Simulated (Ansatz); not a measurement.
GaH5SSi (`S[SiH2][GaH2]`), relaxed with RKS PBE0-D4/def2-TZVP in the Gaussian-basis code of Ansatz from a GFN2-xTB geometry. The force threshold is 0.005 eV/Å; the program also tests the step.

Charge 0, multiplicity 1.

Start:

```xyz
8

S    -0.030   -0.598    2.094
Si   -0.069   -1.127   -0.012
Ga    0.011    1.077   -1.006
H     0.221    0.699    1.902
H     1.078   -2.030   -0.214
H    -1.299   -1.919   -0.163
H     0.270    2.367   -0.064
H    -0.182    1.530   -2.536
```

```csv
step,energy (eV),largest force (eV/Å),largest move (Å)
1,-71159.2504,0.703,0.000
2,-71159.3091,0.340,0.194
3,-71159.3683,0.167,0.118
4,-71159.3736,0.161,0.086
5,-71159.3804,0.128,0.033
6,-71159.3871,0.122,0.071
7 (rejected),-71159.3833,0.160,0.192
8,-71159.3928,0.026,0.096
9 (rejected),-71159.3910,0.463,0.100
10,-71159.3951,0.019,0.050
11,-71159.3969,0.101,0.049
13 (rejected),-71159.3974,0.214,0.108
15,-71159.4017,0.057,0.055
17,-71159.4034,0.051,0.028
19,-71159.4047,0.139,0.166
21,-71159.4065,0.029,0.012
23 (rejected),-71159.4074,0.158,0.197
25,-71159.4077,0.006,0.017
27 (rejected),-71159.4085,0.149,0.147
29,-71159.4101,0.050,0.073
31,-71159.4106,0.040,0.054
33,-71159.4110,0.060,0.035
35,-71159.4114,0.007,0.012
37,-71159.4115,0.004,0.021
```

End:

```xyz
8

S    -0.716   -0.490    1.955
Si    0.045   -1.024    0.000
Ga    0.031    1.116   -1.084
H     0.257    0.398    2.222
H     1.354   -1.727    0.112
H    -0.961   -1.998   -0.498
H     1.069    2.192   -0.591
H    -1.078    1.532   -2.115
```

Run time 60 s (2 threads of an AMD EPYC 9R45 on a shared host); peak host memory 0.4 GiB.
